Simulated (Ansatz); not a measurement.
Geometry optimisation, RKS PBE0-D4/def2-SVP in Ansatz.

Input file:

```yaml
crystal:
  periodic: [false, false, false]
  atoms:
    - { symbol: Si, position_ang: [0.0, 0.0, 0.0] }
    - { symbol: O, position_ang: [0.0, 0.0, 2.03] }
    - { symbol: H, position_ang: [-0.9095, -0.2814, 2.3671] }
    - { symbol: O, position_ang: [1.5842, 0.0, -0.5594] }
    - { symbol: H, position_ang: [1.9006, -0.9521, -0.6761] }
    - { symbol: O, position_ang: [-0.7913, 1.3709, -0.5594] }
    - { symbol: H, position_ang: [-1.7491, 1.1401, -0.7818] }
    - { symbol: O, position_ang: [-0.7913, -1.3709, -0.5594] }
    - { symbol: H, position_ang: [-1.2459, -1.8365, 0.2129] }
    - { symbol: Cl, position_ang: [1.2744, 1.9219, 0.7662] }
    - { symbol: H, position_ang: [0.6771, 1.0211, 1.8701] }
basis:
  gaussian: { orbitals: def2-SVP }
hamiltonian:
  xc: pbe0
  dispersion: d4
relax:
  f_tol: 0.15
  max_steps: 25
  restrain:
    - { distance: [0, 9], at: 2.13, k: 30.0 }
    - { distance: [10, 1], at: 1.01, k: 30.0 }
    - { distance: [0, 1], at: 2.88, k: 30.0 }
    - { distance: [10, 9], at: 2.57, k: 30.0 }
```

Run as:

```bash
$ ansatz run input.yaml --threads 4 --pin off --max-ram 5120MiB --backend cpu --events-out ev --progress --plain --runs-dir out
```

Task: Where does it end, and by what steps?

Result: The run converged. The restraints hold the end off the free minimum. After 18 steps the energy has fallen by 3.474 eV (the restraints' own energy left out); H9 moved furthest, 1.57 Å. Parted: Si1–O2 (2.03 → 2.89 Å).

```tsv
step	energy less start (eV)	largest force component (eV/Å)	accepted
0	0.0000	4.840	yes
1	0.2991	3.637	yes
2	0.3108	2.738	yes
3	-0.3330	2.097	yes
4	-1.3553	0.904	yes
5	-1.8184	2.306	yes
6	-2.2412	1.777	yes
7	-2.5379	0.888	yes
8	-2.7256	0.990	yes
9	-2.8937	1.193	yes
10	-3.0519	1.616	yes
11	-3.1883	1.353	yes
12	-3.2929	1.065	yes
13	-3.3531	0.868	yes
14	-3.4031	0.833	yes
15	-3.4256	1.275	yes
16	-3.4615	0.690	yes
17	-3.4569	0.726	no
18	-3.4742	0.610	yes
```

```xyz
11
Properties=species:S:1:pos:R:3
Si 0.420 0.129 -0.215
O -0.868 -0.054 2.363
H -1.392 0.500 1.759
O 0.975 0.091 -1.758
H 1.526 -0.665 -1.987
O -0.977 1.014 -0.216
H -1.475 0.977 -1.041
O 0.293 -1.399 0.344
H -0.140 -1.370 1.220
Cl 1.726 1.244 1.008
H -0.139 0.546 2.635
```

Time of the run: 41 s on 4 threads of Arm Neoverse V1, on a shared host, peak memory 0.29 GiB.
